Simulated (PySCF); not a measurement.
## Towards the basis-set limit for HBr⁺

State: ²Π, doublet, unpaired electrons π ↑. De refers to H + Br⁺. ROHF-based CCSD(T) in PySCF 2.14 with H aug-cc-pVTZ, Br aug-cc-pVTZ-PP with ECP10 and H aug-cc-pVQZ, Br aug-cc-pVQZ-PP with ECP10 (frozen core orbitals: 9; scalar-relativistic core potentials). Correlation energies are extrapolated as n⁻³ (n = 3, 4), Hartree–Fock as (n+1)·exp(−9√n). CV is the change on freezing 4 orbitals instead, in H cc-pVTZ, Br cc-pwCVTZ-PP with ECP10.

```
         Level  Re (Å)  ωe (cm⁻¹)  ωexe (cm⁻¹)  αe (cm⁻¹)  De (eV)
    CCSD(T)/TZ  1.4518     2443.7         46.3      0.240    3.941
    CCSD(T)/QZ  1.4513     2443.2         46.0      0.240    4.010
        HF/CBS  1.4341     2585.1         42.1      0.221    2.875
       MP2/CBS  1.4442     2498.0         44.0      0.232    3.937
      CCSD/CBS  1.4490     2461.7         44.8      0.237    4.009
   CCSD(T)/CBS  1.4518     2440.7         45.5      0.240    4.057
CCSD(T)/CBS+CV  1.4473     2446.4         45.6      0.241    4.084
```

Q: How much is left between CCSD(T)/QZ and the basis-set limit, and how much do the triples give at the limit?

A: CCSD(T)/CBS less CCSD(T)/QZ: +0.5 mÅ in Re, -2.5 cm⁻¹ in ωe and +0.047 eV in De. CCSD(T)/CBS less CCSD/CBS: +2.8 mÅ in Re, -21.0 cm⁻¹ in ωe and +0.048 eV in De.

Q: What do the later terms add?

A: CV: -4.5 mÅ in Re, +5.7 cm⁻¹ in ωe and +0.027 eV in De, each against the row above.

The T1 diagnostic is 0.015. The state was picked by a PBE0 search and need not be the measured ground state. Spin–orbit coupling, excitations beyond (T) and corrections to the Born–Oppenheimer picture are left out.

The whole job (state search and all basis sets along the bond) took about 8.1 min on 4 threads of Intel Xeon 6975P-C (shared host), peak memory 14 GiB.
